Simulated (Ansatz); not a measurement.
C₃H₁₀N, charge +1, singlet, at a GFN2-xTB geometry; PBE0/cc-pVDZ in Ansatz (an electronic-structure program).

Here is a job for Ansatz.
Ansatz 0.2 input:
```yaml
crystal:
  periodic: [false, false, false]
  atoms:
    - {symbol: N, position_ang: [-0.00145735, -0.00078979, 0.34907080]}
    - {symbol: C, position_ang: [-0.00683148, 1.40360564, -0.09889597]}
    - {symbol: C, position_ang: [1.21940542, -0.69518278, -0.09852509]}
    - {symbol: C, position_ang: [-1.21129590, -0.70773025, -0.10870151]}
    - {symbol: H, position_ang: [-0.00247043, 1.44135056, -1.18709760]}
    - {symbol: H, position_ang: [0.87339726, 1.92496286, 0.27271406]}
    - {symbol: H, position_ang: [-0.89547623, 1.91583180, 0.26530846]}
    - {symbol: H, position_ang: [1.25459564, -0.71020410, -1.18671739]}
    - {symbol: H, position_ang: [1.22922597, -1.72074149, 0.26595109]}
    - {symbol: H, position_ang: [2.10574056, -0.18427709, 0.27308679]}
    - {symbol: H, position_ang: [-1.23721663, -0.72306702, -1.19714967]}
    - {symbol: H, position_ang: [-2.10593863, -0.20601809, 0.25545409]}
    - {symbol: H, position_ang: [-1.21357974, -1.73335144, 0.25572399]}
    - {symbol: H, position_ang: [-0.00574458, -0.00311317, 1.37596602]}
basis:
  gaussian:
    orbitals: cc-pVDZ
hamiltonian:
  xc: pbe0
total_charge: 1
accuracy: high
```

What the program printed (banner, timings and long lists left out):

```
Functional definition: PBE0
2691 factors; integrals over basis functions are off by at most 3.5e-9 eV
mean field evaluation 1: about -4741.5903 eV, gradient 6.5e1 eV
mean field evaluation 2: about -4739.8099 eV, gradient 7.1e1 eV
mean field evaluation 4: about -4751.7365 eV, gradient 2.8e0 eV
mean field evaluation 8: about -4752.0719 eV, gradient 6.4e-2 eV
mean field evaluation 16: about -4752.0719 eV, gradient 2.7e-6 eV
mean field -4752.07189698 eV, -174.6354211440 hartree, gradient 3.0e-8 eV, S^2 0.000000; 0 other end points of the search recorded, 0 dependent functions left out
reference -4752.07189956 eV, -174.6354212388 hartree; 17, 17 occupied and 89, 89 virtual orbitals, 2691 factors
Total energy: -4752.07189956 eV, -174.6354212388 hartree
```
